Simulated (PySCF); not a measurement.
Species: C₆H₆O₂Si.
Structure used (GFN2-xTB), in Å, numbered top down from 1:
```
atom  x, y, z in Å
C1     2.6379    0.0599   -0.5483
C2     1.4550    0.1532   -0.7132
C3     0.0362    0.3435   -0.9025
C4    -0.3544    1.6755   -0.2323
O5    -0.2499    2.7866   -0.6629
Si6   -1.1465    0.7930    1.3025
C7    -0.8630   -0.5841   -0.0519
C8    -0.2960   -1.8383    0.4713
O9    -0.9447   -2.7707    0.8726
H10    3.6735   -0.0503   -0.4230
H11   -0.1872    0.3195   -1.9729
H12   -2.5276    1.0730    1.6681
H13   -0.2430    0.6943    2.4415
H14   -1.8054   -0.7980   -0.5596
H15    0.8105   -1.8491    0.5188
```

Computed with TDDFT B3LYP/def2-SVPD, vertical, gas phase, core orbitals frozen in the response (PySCF 2.14.0, density-fitted response routines).

Question: Predict the UV-vis stick spectrum at this level.

Answer: 

```
state  E (eV)  E (kJ/mol)  λ (nm)       f  main configurations (H = HOMO, L = LUMO)
   S1    3.24         313   382.7  0.0005                     H→L (88%), H-1→L (9%)
   S2    4.05         391   305.9  0.0052   H-1→L (49%), H-1→L+1 (27%), H→L+1 (11%)
   S3    4.30         415   288.5  0.0036   H-1→L (40%), H-1→L+1 (37%), H→L+1 (12%)
   S4    4.81         464   257.9   0.016                H→L+1 (75%), H-1→L+1 (21%)
   S5    5.03         485   246.5  0.0036                               H-2→L (96%)
   S6    5.33         514   232.7   0.034                  H→L+2 (76%), H-3→L (15%)
   S7    5.38         519   230.4   0.024                  H-3→L (80%), H→L+2 (15%)
   S8    5.50         531   225.5   0.010               H-1→L+2 (84%), H-1→L+1 (9%)
```

Triplets, Tamm–Dancoff:

```csv
state,E (eV),λ (nm),"main configurations (H = HOMO, L = LUMO)"
T1,2.65,468.2,"H→L (83%), H-1→L (12%)"
T2,3.60,344.1,"H-1→L+1 (54%), H→L+1 (13%), H-1→L (13%)"
T3,4.12,300.7,"H-1→L (71%), H→L (12%), H-1→L+1 (10%)"
```

The lowest singlet lies at 3.24 eV (383 nm, visible) and is dark (f under 0.0005); its leading configuration is HOMO→LUMO (88%). The most intense listed level is S6 at 5.33 eV (233 nm, f = 0.034), 2.09 eV above S1. Löwdin shares by element: HOMO oxygen 33% or more, carbon 24% or more, silicon 10% (atoms not listed hold the other 33%); LUMO carbon 41% or more, oxygen 28% or more, silicon 10% (atoms not listed hold the other 21%). Weighted by f, the mean energy of these states is 5.14 eV. The listed states span 2.26 eV, and the widest gap between neighbours is 0.81 eV (S1 to S2). The oscillator strengths of these states sum to 0.097; summed over the whole spectrum of an exact calculation they would give the number of electrons, 72 (Thomas–Reiche–Kuhn). S1 lies in the visible range (380 to 750 nm), at 383 nm, dark in the vertical dipole picture (f under 0.0005); light of that wavelength is violet, and its complementary colour is yellow-green; a Tamm–Dancoff triplet lies at 468 nm, without intensity as long as spin–orbit coupling is left out. Singlets were solved by full linear response, triplets in the Tamm–Dancoff approximation.

The run took 87 s of wall time on one thread of an Arm Neoverse N1 (shared host), and the process peaked at 0.97 GiB of memory.

One conformer stands for the species.
